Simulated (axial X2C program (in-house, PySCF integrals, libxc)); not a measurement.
Density and ELF of InTe

Computed with an in-house relativistic program for diatomic molecules. Two-component (2c) means X2C with spin–orbit coupling and atomic mean-field two-electron Coulomb and Gaunt terms. Basis: Te dyall-cv3z [11s12p8d4f1g], In dyall-cv3z [11s12p9d4f1g] (cores contracted in-house); Gaussian nuclei, density fitting, unrestricted open shells. Masses: Te 129.906 u, In 114.904 u.

PBE0, 2c, state Ω = 3/2 (⟨Sz⟩ = 0.50, ⟨Lz⟩ = 1.00 at PBE0); Te at z = 0, In at z = 2.852 Å.

The maps cover the half plane through the axis: z from -2.4 to 4.8 Å along the bond, ρ from 0.15 to 2.25 Å away from it.

log10 of the density in e/bohr³:

```
 ρ\z  -2.4  -1.8  -1.2  -0.6   0.0   0.6   1.2   1.8   2.4   3.0   3.6   4.2   4.8
0.15  -2.9  -2.1  -1.3  -0.2   1.8  -0.2  -1.2  -1.2   0.3   1.3  -0.5  -1.6  -2.3
0.45  -3.0  -2.2  -1.4  -0.6   0.4  -0.6  -1.3  -1.3  -0.1   0.3  -0.8  -1.7  -2.4
0.75  -3.1  -2.3  -1.6  -1.0  -0.6  -1.0  -1.4  -1.5  -0.8  -0.5  -1.2  -1.9  -2.5
1.05  -3.2  -2.5  -1.8  -1.3  -1.1  -1.3  -1.7  -1.8  -1.4  -1.2  -1.6  -2.1  -2.7
1.35  -3.4  -2.7  -2.1  -1.7  -1.5  -1.6  -1.9  -2.1  -1.9  -1.8  -1.9  -2.3  -2.9
1.65  -3.6  -3.0  -2.4  -2.0  -1.9  -2.0  -2.3  -2.4  -2.3  -2.2  -2.3  -2.6  -3.1
1.95  -3.8  -3.3  -2.8  -2.4  -2.3  -2.4  -2.6  -2.8  -2.7  -2.6  -2.7  -3.0  -3.4
2.25  -4.1  -3.6  -3.1  -2.8  -2.7  -2.8  -2.9  -3.1  -3.1  -3.0  -3.1  -3.3  -3.7
```

Electron localisation function (collinear form, no current term, damped to 0 at low density):

```
 ρ\z  -2.4  -1.8  -1.2  -0.6   0.0   0.6   1.2   1.8   2.4   3.0   3.6   4.2   4.8
0.15  0.30  0.73  0.74  0.48  0.77  0.47  0.68  0.19  0.77  0.63  0.43  0.61  0.92
0.45  0.27  0.71  0.78  0.28  0.76  0.26  0.70  0.20  0.64  0.76  0.32  0.65  0.92
0.75  0.21  0.65  0.80  0.39  0.28  0.34  0.70  0.22  0.32  0.45  0.29  0.73  0.91
1.05  0.13  0.55  0.77  0.70  0.48  0.64  0.65  0.23  0.22  0.25  0.39  0.80  0.88
1.35  0.07  0.41  0.69  0.76  0.73  0.71  0.55  0.19  0.23  0.31  0.56  0.83  0.78
1.65  0.02  0.24  0.54  0.68  0.70  0.64  0.42  0.13  0.20  0.40  0.65  0.79  0.54
1.95  0.01  0.10  0.35  0.51  0.56  0.50  0.28  0.07  0.12  0.35  0.58  0.59  0.20
2.25  0.00  0.03  0.16  0.31  0.36  0.32  0.15  0.03  0.05  0.17  0.32  0.23  0.03
```

Axial spin density in 10⁻³ e/bohr³:

```
 ρ\z  -2.4  -1.8  -1.2  -0.6   0.0   0.6   1.2   1.8   2.4   3.0   3.6   4.2   4.8
0.15   0.0  -0.2  -0.8  -0.4  35.8  -0.1  -1.1  -0.8  -0.2   0.0  -0.1  -0.4  -0.1
0.45   0.0   0.0   0.3   2.9   3.4   3.6   0.6  -0.4   0.1  -0.1  -0.1  -0.3  -0.1
0.75   0.0   0.1   1.3   7.8   9.9   9.3   2.2   0.1   0.0   0.0  -0.1  -0.2  -0.1
1.05   0.0   0.2   1.5   7.4  13.4   8.8   2.4   0.5   0.2   0.1  -0.1  -0.1  -0.1
1.35   0.0   0.2   1.1   4.5   8.0   5.5   1.8   0.5   0.2   0.1   0.0  -0.1   0.0
1.65   0.0   0.1   0.7   2.3   3.8   2.8   1.1   0.3   0.1   0.1   0.0   0.0   0.0
1.95   0.0   0.1   0.3   1.0   1.6   1.3   0.6   0.2   0.1   0.0   0.0   0.0   0.0
2.25   0.0   0.1   0.2   0.4   0.7   0.5   0.3   0.1   0.1   0.0   0.0   0.0   0.0
```

One determinant describes the state; a PBE0 search over occupations chose it and may have missed a lower one. Density functionals use the spin component along the axis (collinear). Other states lie close and PBE0, whose exact exchange favours high spin, may order them wrongly; the determinant shown need not be the ground state. The nearest other 2c determinant of the search, Ω = 1/2, lies 0.24 eV up at the distance of the search. Without a current term, density functionals place determinants with orbital angular momentum somewhat too high.
